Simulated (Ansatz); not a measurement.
Z-matrix (Å, degrees):
```
Si
Ge 1 2.381
Si 1 2.328 2 60.7
H 1 1.484 2 118.2 3 -108.8
H 1 1.484 2 118.4 3 108.9
H 2 1.531 1 118.7 3 -107.8
H 2 1.531 1 118.6 3 107.9
H 3 1.484 1 118.6 2 108.1
H 3 1.484 1 118.7 2 -108.3
```

The species carries charge 0 and has multiplicity 1.

Problem. List the PBE/def2-TZVPP orbital energies in eV (the Gaussian-basis code of Ansatz). (An estimate is asked.)

Solution. The calculation gave: Occupied: -10804.37, -1779.72, -1779.72, -1337.76, -1191.17, -1191.17, -1191.16, -162.31, -137.47, -137.47, -113.76, -113.74, -113.73, -94.22, -94.21, -94.20, -94.19, -94.18, -94.18, -29.59, -29.55, -29.54, -29.53, -29.49, -14.98, -12.36, -12.08, -9.30, -8.94, -8.50, -8.38, -6.02, -5.82. Lowest empty: -1.74, -1.07, -0.69, -0.54, -0.37, 1.10, 1.14, 1.66.
